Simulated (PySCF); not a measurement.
Coordinates in bohr (charge 0 multiplicity 1):
```
Cr    0.1899    1.1368    0.5874
S    -0.2829   -2.1405   -0.9591
H    -0.7866    1.0637    3.4314
H     1.9974    2.8974   -1.3702
H     0.4187    3.2029   -1.7549
H    -2.4401    2.1531   -0.1489
```

Method: PBE0/[Cr def2-TZVP, S def2-TZVP, H def2-TZVP], no relativity, density fitting, PySCF.

This geometry of H4CrS is a stationary point at this level.

Question: What is the point group?

Answer: C1.

Question: Is it a minimum?

Answer: Yes: all harmonic wavenumbers are real.

Question: List the harmonic modes with their infrared intensities.

Answer: 
```csv
symmetry,ω (cm⁻¹),IR (km/mol)
a,286,30.2
a,333,33.6
a,497,22.6
a,541,11.9
a,654,29.8
a,710,91.0
a,979,11.9
a,1012,167
a,1795,22.7
a,1867,170
a,1978,86.0
a,2702,393
```

Question: What are the dipole moment and the gap between the highest occupied and lowest empty levels?

Answer: 2.74 D and 3.99 eV.

Stability towards spin polarisation was not tested. This need not be the most stable arrangement of these atoms.
